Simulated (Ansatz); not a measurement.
C₅H₆F₄O₄Ti (`CC1=CC(C(F)(F)F)=[O+][Ti-]([OH])([OH])([F])[O]1`), relaxed with RKS PBE0-D4/def2-TZVP in Ansatz from a PBE-D4/def2-SVP geometry. The force threshold is 0.005 eV/Å; the program also tests the step.

Total charge 0; spin multiplicity 1.

Start:

```xyz
20

C     1.492   -2.269    1.136
C     0.687   -1.139    0.551
C     1.198   -0.362   -0.522
C     0.435    0.675   -1.059
C     0.994    1.512   -2.225
F     2.230    1.113   -2.597
F     1.064    2.811   -1.868
F     0.181    1.414   -3.296
O    -0.735    1.041   -0.693
Ti   -2.037    0.388    0.767
O    -1.937    0.730    2.534
O    -2.977    1.807    0.213
F    -3.095   -0.982    0.425
O    -0.459   -0.923    1.064
H     2.474   -2.393    0.645
H     1.642   -2.091    2.220
H     0.913   -3.211    1.048
H     2.192   -0.571   -0.933
H    -1.536    0.039    3.096
H    -2.727    2.413   -0.508
```

| step | energy (eV) | largest force (eV/Å) | largest move (Å) |
| --- | --- | --- | --- |
| 1 | -47440.7248 | 0.922 | 0.000 |
| 2 | -47440.8157 | 0.330 | 0.039 |
| 3 | -47440.8267 | 0.067 | 0.017 |
| 4 | -47440.8289 | 0.158 | 0.036 |
| 5 | -47440.8305 | 0.053 | 0.043 |
| 6 | -47440.8308 | 0.031 | 0.020 |
| 7 | -47440.8310 | 0.018 | 0.021 |
| 8 | -47440.8310 | 0.015 | 0.010 |
| 9 | -47440.8311 | 0.008 | 0.004 |
| 10 | -47440.8311 | 0.005 | 0.003 |
| 11 | -47440.8311 | 0.007 | 0.004 |
| 12 | -47440.8311 | 0.007 | 0.004 |
| 13 | -47440.8311 | 0.005 | 0.005 |
| 14 (rejected) | -47440.8311 | 0.015 | 0.005 |
| 15 | -47440.8311 | 0.003 | 0.003 |

End:

```xyz
20

C     1.477   -2.275    1.109
C     0.682   -1.144    0.546
C     1.192   -0.374   -0.519
C     0.448    0.660   -1.028
C     1.005    1.506   -2.178
F     2.217    1.105   -2.563
F     1.093    2.782   -1.806
F     0.195    1.437   -3.233
O    -0.705    1.035   -0.659
Ti   -2.006    0.393    0.741
O    -1.895    0.788    2.490
O    -3.015    1.750    0.176
F    -3.017   -1.017    0.415
O    -0.439   -0.920    1.062
H     2.430   -2.406    0.600
H     1.652   -2.095    2.172
H     0.889   -3.193    1.031
H     2.163   -0.594   -0.932
H    -1.481    0.174    3.102
H    -2.886    2.388   -0.528
```

Run time 28 s (11 threads of an AMD EPYC 7R13 on a shared host and a whole NVIDIA H100 80 GB); peak host memory 1.4 GiB.
